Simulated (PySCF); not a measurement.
## Two-component Hartree-Fock for Hg(3+) (mercury, charge +3)

Start: [Xe] 4f14 5d9; 5d3/2 filled at m_j = -3/2, -1/2, +1/2, +3/2; 5d5/2 filled at m_j = -3/2, -1/2, +1/2, +3/2, +5/2. Calculated with PySCF 2.14 in x2c-TZVPall-2c: generalised Hartree-Fock with the X2C-1e Hamiltonian and a Gaussian nucleus; spin-orbit coupling (SO) screened by Boettger's factors. This is a chosen level, not necessarily the ground level.

```csv
spinor shell,electrons,"ε, screened SO (eV)",weight of nominal j (screened SO),"rms radius, screened SO (bohr)"
1s1/2,2,-83572.5,1.000,0.0187
2s1/2,2,-14990.1,1.000,0.0755
2p1/2,2,-14359.5,1.000,0.0639
2p3/2,4,-12406.3,1.000,0.0720
3s1/2,2,-3652.5,1.000,0.193
3p1/2,2,-3369.6,1.000,0.184
3p3/2,4,-2930.6,1.000,0.201
3d3/2,4,-2467.7,1.000,0.176
3d5/2,6,-2374.0,1.000,0.180
4s1/2,2,-867.18,1.000,0.424
4p1/2,2,-744.85,1.000,0.429
4p3/2,4,-637.36,1.000,0.463
4d3/2,4,-437.15,1.000,0.475
4d5/2,6,-416.36,1.000,0.486
5s1/2,2,-172.50,1.000,0.969
4f5/2,6,-155.94,0.999,0.525
4f7/2,8,-151.70,0.999,0.527
5p1/2,2,-130.51,0.999,1.04
5d3/2,4,-50.973,0.973,1.45
5d5/2,5,-48.398,0.978,1.50
```

Q: Where does 5p3/2 lie, and what is the 5p spin-orbit splitting (screened SO)?

A: At -110.49 eV, 20.026 eV above 5p1/2.

```csv
quantity,screened SO
E (hartree),-19637.52047
M_J,5/2
⟨J²⟩,8.768
⟨L²⟩,6.189
⟨S²⟩,0.929
```

Each row is a mean over spinors that exchange with the open shell spreads, by up to 5.026 eV (5p3/2).

Breit and QED terms are absent; they matter most for the inner s and p1/2 levels.

Densities and radii are taken from the X2C orbitals without a picture-change correction, which distorts them close to the nucleus.
